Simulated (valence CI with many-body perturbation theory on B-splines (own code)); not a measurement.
# Tl LXVII: fill in the table

Calculated by configuration interaction combined with many-body perturbation theory (CI+MBPT): five valence electrons over a frozen Dirac-Fock core [Ne], a basis of 9 s, 9 p, 8 d, 6 f, 3 g, 1 h functions for each j, with the one-electron correlation potential Σ1, the two-electron term Σ2, the three-electron term Σ3, Breit, model QED; selected CI, second order for the rest (own B-spline code, finite nucleus).

No measured spectrum was set against this ion. As an estimate, large intervals hold to a few tenths of a per cent, small ones and those within an open d or f shell to about a per cent. Among the levels kept, up to 620 cm⁻¹ of a level comes from second order outside the variational space, and about a tenth of that is noise between levels of different J, which matters for small intervals.

| Level | E (× 10³ cm⁻¹) |
| --- | --- |
| (3s^2 3p1/2^2 3p3/2) J=3/2 | 0.00 |
| (3s^2 3p1/2^2 3d3/2) J=3/2 | 2081.8 |
| (3s^2 3p1/2^2 3d5/2) J=5/2 | 3203.6 |
| (3s^2 3p1/2 3p3/2^2) J=3/2 | 4310.7 |
| (3s^2 3p1/2 3p3/2^2) J=5/2 | 4414.9 |
| (3s^2 3p1/2 3p3/2^2) J=1/2 | 4555.0 |
| (3s 3p1/2^2 3p3/2^2) J=5/2 | 5942.1 |
| (3s 3p1/2^2 3p3/2^2) J=3/2 | 6197.9 |
| (3s 3p1/2^2 3p3/2^2) J=1/2 | 6227.5 |
| (3s^2 3p1/2 3p3/2 3d3/2) J=5/2 [a] | ? |
| (3s^2 3p1/2 3p3/2 3d3/2) J=1/2 [a] | 6397.6 |
| (3s^2 3p1/2 3p3/2 3d3/2) J=3/2 [a] | ? |
| (3s^2 3p1/2 3p3/2 3d3/2) J=7/2 | ? |
| (3s^2 3p1/2 3p3/2 3d3/2) J=5/2 [b] | 6749.6 |
| (3s^2 3p1/2 3p3/2 3d3/2) J=1/2 [b] | 6851.9 |
| (3s^2 3p1/2 3p3/2 3d3/2) J=3/2 [b] | 6866.4 |
| (3s^2 3p1/2 3p3/2 3d5/2) J=7/2 [a] | 7365.2 |
| (3s^2 3p1/2 3p3/2 3d5/2) J=9/2 | ? |
| (3s^2 3p1/2 3p3/2 3d5/2) J=3/2 [a] | ? |
| (3s^2 3p1/2 3p3/2 3d5/2) J=5/2 [a] | ? |

Levels are named by their leading jj configuration (3d3/2^4 stands for four electrons in 3d with j = 3/2), which in mixed levels can hold well under half, so a name can repeat and another be missing. Letters in brackets count levels of one name in rising energy.

Question: The levels stand in rising order. What does the calculation give for the missing energies?

Answer: (3s^2 3p1/2 3p3/2 3d3/2) J=5/2 [a] 6365.4; (3s^2 3p1/2 3p3/2 3d3/2) J=3/2 [a] 6403.4; (3s^2 3p1/2 3p3/2 3d3/2) J=7/2 6475.5; (3s^2 3p1/2 3p3/2 3d5/2) J=9/2 7480.4; (3s^2 3p1/2 3p3/2 3d5/2) J=3/2 [a] 7485.7; (3s^2 3p1/2 3p3/2 3d5/2) J=5/2 [a] 7516.4.
